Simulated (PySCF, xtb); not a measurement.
C2H4Cl2Si2, SMILES C#C[Si]([SiH3])(Cl)Cl.

GFN2-xTB (xtb 6.7.1) at its own geometry gives an orbital gap of 4.12 eV and a dipole moment of 1.95 D.

The structure is a stationary point at B3LYP-D3(BJ)/def2-SVP. The structure was generated by enumeration, and PubChem lists no compound with its InChIKey, so it may never have been made.

Problem. What does PBE/def2-TZVP (PySCF) give? (The exact figures need the calculation; the answer reports its results.)

Solution. gap 5.13 eV (levels -7.14 and -2.01 eV), dipole 1.96 D.
